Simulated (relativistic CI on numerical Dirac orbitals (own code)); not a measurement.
## Eu²⁸⁺: sensitivity of the levels to the model

Base calculation: Dirac-Coulomb-Breit CI, KLI orbitals optimised for each configuration, QED by a radiative potential, unscaled Slater integrals.

CI space (outside the closed core [Ar] 3d10): 4s2 4p5, 4s 4p6, 4s2 4p4 4d, 4s 4p5 4d, 4s2 4p4 4f, 4s 4p5 4f, 4p6 4d, 4s 4p4 4d2, 4s2 4p3 4d 4f, 4p6 4f, 4s2 4p4 5s, 4p5 4d 4f, 4p6 5s, 4s2 4p4 5p, 4s 4p4 4f2, 4s 4p4 4d 5s, 4s 4p5 5s, 4s2 4p3 4f 5s, 4s2 4p4 5d, 4s 4p5 5p, 4s2 4p4 5f, 4s2 4p4 5g, 4s 4p5 5d, 4s2 4p4 6s, 4p5 4f 5s, 4s 4p5 5f, 4s2 4p4 6p, 4s2 4p3 4d2, 4s2 4p2 4d3, 4s 4p3 4d3, 4s2 4p2 4d2 4f, 4s 4p3 4d2 4f, 4s2 4p2 4d2 5s, 4p5 4d2, 4p4 4d3, 4p4 4d2 4f, 4p4 4d2 5s, 4p5 4d 5s, 4p4 4d 4f 5s, 4p4 4d 5s2, 4s2 4p3 5s2, 4s2 4p2 4d 5s2, 4s 4p3 4d 5s2, 4s2 4p2 4f 5s2, 4s 4p3 4f 5s2. Double excitations out of closed p, d and f shells are left out; levels of such configurations are missing from the list, as are those of other unlisted configurations, and high levels can miss mixing partners. These lack a partner that the ground configuration has and come out too high: 4s2 4p4 5p, 4s 4p5 5s, 4s2 4p4 5d, 4s 4p5 5p, 4s2 4p4 5f.

Variants: (1) valence Slater integrals scaled by 0.9; (2) non-relativistic limit; (3) one mean potential for all configurations. Shifts of the energy above 4s2 4p5 2P°_3/2, in cm⁻¹, for the lowest level and the first level of each name with at least 55 % of one term (blank where a level changes its place among those of its configuration and J or its character, or is not in the variant):

| Level | Base | Δ(1) | Δ(2) | Δ(3) |
| --- | --- | --- | --- | --- |
| 4s2 4p5 2P°_3/2 | 0 | 0 | 0 | 0 |
| 4s2 4p5 2P°_1/2 | 306991 | +507 | -306991 | +3 |
| 4s 4p6 2S_1/2 | 853150 | +13917 | -319317 | +18 |
| 4s2 4p4 4d 4F_9/2 | 974074 | +4793 | -99475 | -68 |
| 4s2 4p4 4d 2D_3/2 | 974449 | +21 |  | -73 |
| 4s2 4p4 4d 4D_1/2 | 1170356 | +9985 |  | -68 |
| 4s2 4p4 4d 2G_7/2 | 1237175 | +3448 | -324343 | -75 |
| 4s2 4p4 4d 2G_9/2 | 1296381 | +3626 | -383549 | -76 |
| 4s 4p5 4d 4P°_1/2 | 1745600 | +18181 | -380311 | +26 |
| 4s 4p5 4d 4P°_3/2 | 1761619 | +17020 | -396330 | +16 |
| 4s 4p5 4d 4F°_9/2 | 1827946 | +15792 | -429449 | +1 |

At this charge energies of transitions that change n are usually good to better than 1 %, and those within a shell (Δn = 0) to a few per cent.

Ionisation energy from the two ground configurations alone: base 1078.23 eV. The NIST ASD value (theoretical) is 1078 eV.

LS names give the leading component of a level, which can be under half, so a name can repeat, a term be missing and a line seem to break the LS rules.
